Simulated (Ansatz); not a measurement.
Bond stretch in AlH, singlet.

Levels: RKS-PBE = restricted PBE/aug-cc-pVQZ run with Ansatz (a first-principles code); UKS-PBE = unrestricted PBE/aug-cc-pVQZ (Ansatz); RKS-B3LYP = restricted B3LYP/aug-cc-pVQZ (Ansatz); FCI = full CI/aug-cc-pVQZ, frozen core in Ansatz.

Energies relative to the lowest point of each curve near equilibrium, in eV; the last columns give the error against full CI:

```csv
R / Å,RKS-PBE,UKS-PBE,RKS-B3LYP,FCI,RKS-PBE − FCI,UKS-PBE − FCI,RKS-B3LYP − FCI
1.22,1.906,1.906,1.833,1.840,0.066,0.066,-0.007
1.34,0.851,0.851,0.795,0.789,0.062,0.062,0.006
1.40,0.523,0.523,0.478,0.469,0.054,0.054,0.008
1.49,0.208,0.208,0.178,0.170,0.039,0.039,0.008
1.57,0.061,0.061,0.044,0.039,0.022,0.022,0.005
1.58,0.049,0.049,0.034,0.030,0.020,0.020,0.005
1.66,0.001,0.001,0.000,0.000,0.001,0.001,0.000
1.68,0.000,0.000,0.002,0.003,-0.003,-0.003,-0.001
1.79,0.049,0.049,0.069,0.079,-0.029,-0.029,-0.009
1.82,0.076,0.076,0.101,0.112,-0.036,-0.036,-0.012
1.90,0.168,0.168,0.205,0.223,-0.054,-0.054,-0.018
2.03,0.363,0.363,0.417,0.444,-0.082,-0.082,-0.028
2.24,0.734,0.734,0.812,0.851,-0.117,-0.117,-0.039
2.47,1.158,1.158,1.259,1.300,-0.142,-0.142,-0.041
2.69,1.545,1.545,1.664,1.696,-0.151,-0.151,-0.032
2.93,1.928,1.928,2.065,2.073,-0.145,-0.145,-0.008
3.34,2.472,2.428,2.640,2.567,-0.095,-0.139,0.073
3.71,2.848,2.677,3.046,2.853,-0.005,-0.176,0.193
4.02,3.091,2.806,3.315,2.997,0.094,-0.191,0.318
4.41,3.322,2.907,3.579,3.094,0.228,-0.188,0.484
5.00,3.554,2.984,3.857,3.151,0.403,-0.167,0.706
5.80,3.727,2.997,4.084,3.169,0.558,-0.172,0.915
6.62,3.816,2.998,4.216,3.173,0.643,-0.175,1.043
```

RKS-PBE is furthest from FCI at 6.62 (0.643 eV, above); its mean absolute error over the points is 0.133 eV.

UKS-PBE is furthest from FCI at 4.02 (-0.191 eV, below); its mean absolute error over the points is 0.097 eV.

RKS-B3LYP is furthest from FCI at 6.62 (1.043 eV, above); its mean absolute error over the points is 0.172 eV.

The restricted form behind RKS-PBE, RKS-B3LYP keeps the bonding electrons paired and can't separate into open-shell fragments. The unrestricted determinant behind UKS-PBE is spin-contaminated at 3.34 to 6.62 Å (<S²> up to 1.0, against 0.00 for a pure singlet).
